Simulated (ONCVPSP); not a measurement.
Before and after: ONCV potential for Bi

```
Element                 : bismuth (Bi)
Generator               : ONCVPSP 4.0.1
Type                    : optimised norm-conserving Vanderbilt (ONCV)
Functional              : LDA (Perdew-Wang 92)
Relativity              : scalar-relativistic
Frozen core             : [Xe] 4f14 5d10
Valence charge          : 5
Reference configuration : 6s2 6p2 (charge +1)
Partial waves           : 6s: rc 2.00 bohr, ncon 3, nbas 6, qcut 3.5 1/bohr, local; 6p: rc 2.55 bohr, ncon 4, nbas 7, qcut 3.5 1/bohr, 2 projectors, debl 1.7 Ha; d scattering state at 0.42 Ha: rc 2.15 bohr, ncon 3, nbas 6, qcut 5.1 1/bohr, 1 projector
Local potential         : the s channel
Core correction         : polynomial model core, fcfact 0.55
```

Change: core correction Teter function fitted to the true core (icmod 2), fcfact 0.7.

Cutoffs: the cutoffs (Ha) at which the residual kinetic energy of the hardest occupied pseudo-wave falls to 1 and 0.1 mHa per electron; they do not see the model core or the augmentation charge, which bear on the density cutoff. Errors are all-electron minus pseudo energies relative to the spin-unpolarised reference configuration.

Task: How do hardness, ghosts and transferability respond?

Result: The potential gets neither clearly harder nor softer (8.7 Ha and 23 Ha → 8.7 Ha and 23 Ha); of the 4 tests that both files solve, the error grows in 1 and shrinks in 3 by more than 15 % and 0.3 meV (median size 18.4 → 10.5 meV); neither file shows a bound ghost. A model core, the more so a compact one, raises the density cutoff, which this test does not measure.

| quantity | base | changed |
| --- | --- | --- |
| cutoff, loose | 8.7 Ha | 8.7 Ha |
| cutoff, tight | 23 Ha | 23 Ha |
| bound ghosts | none | none |
| GHOST(+) flags under 300 eV | none | none |
| error for 6s2 6p3, meV [ΔE -8.15 eV] | -5.2 | +0.9 |
| error for 6s2 6p1, meV [ΔE 15.56 eV] | -32 | -20 |
| error for 6s2 6p0, meV [ΔE 39.27 eV] | -159 | -95 |
| error for 6s2 6p2.5, meV [ΔE -4.94 eV] | -0.7 | +1.2 |
| s: phases at 2.03 bohr within 0.05 rad from the reference energy up to (Ha; the scan ends near 5) | 1.5 | 1.5 |
| p: phases at 2.58 bohr within 0.05 rad from the reference energy up to (Ha; the scan ends near 5) | 2.3 | 2.3 |
| d: phases at 2.19 bohr within 0.05 rad from the reference energy up to (Ha; the scan ends near 5) | 0.6 | 0.6 |
| rms error of d²Exc/dni dnj with the model core, mHa | 0.85 | 1.55 |
